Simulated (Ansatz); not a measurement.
Mulliken charges of `F[CH]1[CH2][AlH]1` from B3LYP/def2-TZVPP in Ansatz (PBE0-D4/def2-TZVP geometry).

```tsv
atom	x (Å)	y (Å)	z (Å)	charge (e)
F1	-1.876	-0.354	0.657	-0.251
C2	-0.495	-0.283	0.655	0.047
C3	0.137	0.827	-0.208	-0.290
Al4	0.833	-0.917	-0.582	0.335
H5	-0.151	-0.212	1.691	0.058
H6	-0.490	1.029	-1.088	0.080
H7	0.431	1.765	0.259	0.090
H8	1.703	-1.912	-1.439	-0.069
```

**Question.** By hand: the dipole of these point charges (1 e Å = 4.8032 D).

**Answer.** Σ q r = (0.560, -0.111, -0.135) e Å, of length 0.587 e Å = 2.82 D.

**Question.** How does the dipole of the full density compare? (An estimate is asked.)

**Answer.** Ansatz gave: (0.501, -0.100, -0.155) e Å, 2.56 D; the point charges give 1.10 times that, at 4° from its direction.

Point charges leave out the atoms' own dipoles, such as those of lone pairs, and Mulliken's split depends on the basis, so the close match here is no proof of good charges.

B3LYP here is the variant with VWN-RPA as its local correlation; programs differ in this.
